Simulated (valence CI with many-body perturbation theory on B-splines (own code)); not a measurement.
**E1 line list for Cr3+**

Calculated by configuration interaction combined with many-body perturbation theory (CI+MBPT): three valence electrons over a frozen Dirac-Fock core [Ar], radial functions for each j: 7 s, 7 p, 8 d, 6 f, 4 g, 1 h, with the one-electron correlation potential Σ1 (screened to all orders), the two-electron term Σ2, the three-electron term Σ3, Breit, model QED; selected single and double excitations, second order for the rest, scaled by the run's own slope (own B-spline code, finite nucleus).

Against 66 measured levels this calculation errs by 1294 cm⁻¹ on average and by 2161 at most. These come from a selection out of Sugar and Corliss, J. Phys. Chem. Ref. Data 6, 317 (1977). Levels without a partner in it may be off by more, other configurations by 1,000 to 8,000 cm⁻¹. The list stops below the first excitations out of the core.

Lines 251 to 300 of 600 in falling wavelength, among levels below 265285 cm⁻¹, chosen from the strongest by gf and those to the six lowest levels. Wavelengths and rates use the calculated energies, so an error of 1000 cm⁻¹ moves a line at 130.9 nm by 1.3 % and its rate by three times that or more. Electric multipoles are in the length gauge, E1 and E2 with the static RPA response of the core. Weak lines are less certain than strong ones. Lines between different terms over intervals too small for the method are left out, as are lines whose strength nearly cancels. Where a level lies close to another of its J and parity, the split of strength between their lines is uncertain. The highest levels of a list are the least certain.

Names give the largest LS component (configuration and term), which can be under half, so a name can repeat, a term be missing and a line seem to break the LS rules; names also repeat where a configuration has a term twice. Letters in brackets count levels of one name in rising energy.

```csv
λ vac (nm),Upper,Lower,A (s⁻¹),log gf,Branch %
130.9,3d2 5s 4F_5/2,3d2 4p 4D°_3/2 [b],1.14e+08,-0.76,4.4
130.9,3d2 4d 4P_5/2 [a],3d2 4p 4D°_7/2 [a],1.26e+09,0.29,55.3
130.8,3d2 4d 4D_7/2 [b],3d2 4p 4D°_7/2 [b],6.40e+08,0.12,28.4
130.8,3d2 4d 4P_1/2 [a],3d2 4p 4D°_1/2 [a],9.55e+08,-0.31,42.1
130.8,3d2 4d 2G_9/2 [b],3d2 4p 2F°_7/2 [b],1.92e+09,0.69,82.6
130.8,3d2 4d 2H_11/2 [b],3d2 4p 2H°_11/2,9.06e+08,0.45,33.8
130.7,3d2 4d 4F_5/2 [b],3d2 4p 4D°_5/2 [b],2.66e+08,-0.39,10.3
130.6,3d2 4d 2F_5/2 [d],3d2 4p 2F°_5/2 [c],8.79e+08,0.13,33.0
130.5,3d2 4d 4P_3/2 [a],3d2 4p 4D°_5/2 [a],6.94e+08,-0.15,30.6
130.4,3d 4s2 2D_5/2,3d2 4p 2D°_5/2 [b],5.46e+08,-0.08,34.1
130.3,3d2 4d 4F_7/2 [b],3d2 4p 4D°_5/2 [b],1.32e+09,0.43,51.4
130.2,3d2 4d 4F_3/2 [b],3d2 4p 4D°_3/2 [b],5.48e+08,-0.25,23.0
130.2,3d2 4d 4P_1/2 [a],3d2 4p 2D°_3/2 [a],3.05e+08,-0.81,13.4
130.0,3d2 4d 4D_5/2 [b],3d2 4p 4D°_5/2 [b],5.94e+08,-0.04,27.9
130.0,3d2 4d 4P_3/2 [b],3d2 4p 4P°_5/2,3.18e+08,-0.49,11.5
130.0,3d2 4d 4F_5/2 [b],3d2 4p 4D°_3/2 [b],1.36e+09,0.32,52.6
129.9,3d2 4d 4P_5/2 [a],3d2 4p 4D°_5/2 [a],2.73e+08,-0.38,11.9
129.9,3d2 4d 2G_7/2 [a],3d2 4p 2F°_7/2 [a],6.96e+07,-0.85,3.0
129.9,3d2 4d 2F_7/2 [d],3d2 4p 2F°_7/2 [c],9.48e+08,0.28,35.5
129.9,3d2 4d 4F_3/2 [b],3d2 4p 4D°_1/2 [b],1.05e+09,0.03,44.0
129.8,3d2 4d 4D_3/2 [b],3d2 4p 4D°_5/2 [b],1.62e+08,-0.79,7.6
129.8,3d2 4d 4P_5/2 [b],3d2 4p 4P°_5/2,6.14e+08,-0.03,22.7
129.7,3d2 4d 4P_3/2 [a],3d2 4p 2D°_3/2 [a],2.07e+08,-0.68,9.1
129.6,3d 4s2 2D_3/2,3d2 4p 4D°_1/2 [b],4.68e+08,-0.33,27.3
129.6,3d2 4d 2D_3/2 [a],3d2 4p 2D°_5/2 [a],1.94e+08,-0.71,8.4
129.6,3d2 5s 2D_3/2,3d2 4p 2F°_5/2 [c],1.31e+08,-0.88,5.1
129.6,3d2 4d 2H_9/2 [b],3d2 4p 2H°_9/2,8.96e+08,0.35,33.2
129.5,3d2 4d 2H_11/2 [b],3d2 4p 2H°_9/2,3.81e+07,-0.94,1.4
129.5,3d2 4d 2G_7/2 [b],3d2 4p 2F°_5/2 [b],1.84e+09,0.57,78.5
129.3,3d2 4d 4D_1/2 [b],3d2 4p 4D°_3/2 [b],2.85e+08,-0.85,12.5
129.1,3d2 4d 2D_5/2 [a],3d2 4p 2D°_5/2 [a],9.64e+08,0.16,42.1
129.1,3d2 4d 4D_3/2 [b],3d2 4p 4D°_3/2 [b],2.80e+08,-0.55,13.2
129.1,3d2 4d 4P_1/2 [b],3d2 4p 4P°_3/2,6.53e+08,-0.49,23.4
129.0,3d2 4d 2G_9/2 [a],3d2 4p 2F°_7/2 [a],1.32e+09,0.52,57.4
129.0,3d2 4d 4P_5/2 [b],3d2 4p 4P°_3/2,2.83e+08,-0.37,10.4
128.9,3d2 4d 4D_1/2 [b],3d2 4p 4D°_1/2 [b],3.24e+08,-0.79,14.2
128.9,3d2 4d 2G_7/2 [a],3d2 4p 2F°_5/2 [a],1.20e+09,0.38,52.2
128.9,3d2 4d 4P_5/2 [a],3d2 4p 2F°_7/2 [a],3.81e+08,-0.25,16.7
128.8,3d2 4d 4P_3/2 [b],3d2 4p 4P°_1/2,3.07e+08,-0.51,11.2
128.7,3d2 5s 2D_5/2,3d2 4p 2F°_7/2 [c],1.15e+08,-0.77,4.5
128.7,3d2 4d 2D_3/2 [a],3d2 4p 4D°_3/2 [a],5.09e+08,-0.30,22.1
128.7,3d2 4d 2D_5/2 [a],3d2 4p 4D°_7/2 [a],2.13e+08,-0.50,9.3
128.4,3d2 4d 2D_5/2 [c],3d2 4p 4P°_5/2,1.12e+08,-0.78,5.2
128.2,3d2 4d 2D_3/2 [a],3d2 4p 4D°_5/2 [a],2.36e+08,-0.63,10.2
128.0,3d 4s2 2D_3/2,3d2 4p 2P°_1/2 [a],1.14e+08,-0.95,6.6
127.8,3d2 4d 2D_5/2 [a],3d2 4p 4D°_5/2 [a],1.33e+08,-0.71,5.8
127.4,3d2 4d 2D_3/2 [a],3d2 4p 2D°_3/2 [a],6.39e+08,-0.21,27.7
126.8,3d2 4d 2D_5/2 [a],3d2 4p 2F°_7/2 [a],3.45e+08,-0.30,15.1
126.5,3d2 4d 4F_5/2 [a],3d2 4p 2D°_5/2 [a],7.96e+07,-0.94,3.0
126.5,3d2 4d 2P_3/2 [b],3d2 4p 2S°_1/2,8.49e+08,-0.09,38.9
```

Question: How does gf follow from A for the line at 129.7 nm?

Answer: gf = 1.4992 × (2J+1)_upper × A / σ², with σ = 77122 cm⁻¹ and 2J+1 = 4: gf = 0.208.
